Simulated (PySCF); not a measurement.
**Electron correlation in I²⁺ (iodine, charge +2)**

[Kr] 4d10 5s2 5p3, high-spin 4S determinant. All numbers are calculated (PySCF 2.14, a scalar-relativistic core potential, in cc-pVTZ-PP with ECP28MDF). Frozen: 4s2 4p6 4d10; 5 electrons correlated.

MP2 pair energies summed by pair of shells (mhartree):

```json
{"pair": "5s-5p", "energy": "-43.50", "share (%)": "67.1"}
{"pair": "5p-5p", "energy": "-14.35", "share (%)": "22.1"}
{"pair": "5s-5s", "energy": "-7.00", "share (%)": "10.8"}
```

Total MP2 correlation energy: -64.85 mhartree.

Same-spin part -16.92 and opposite-spin part -47.93 mhartree; SCS-MP2 scales them by 1/3 and 6/5 to -63.16 mhartree.

```
  level  correlation energy (mhartree)
   CCSD                         -77.68
    (T)                          -2.00
CCSD(T)                         -79.68
```

Diagnostics: T1 = 0.0018, D1 = 0.0039, largest double amplitude 0.052.

Question: Is a single reference adequate?

Answer: Yes, within this model without spin-orbit coupling: T1 lies below 0.03 and no double amplitude reaches 0.07.
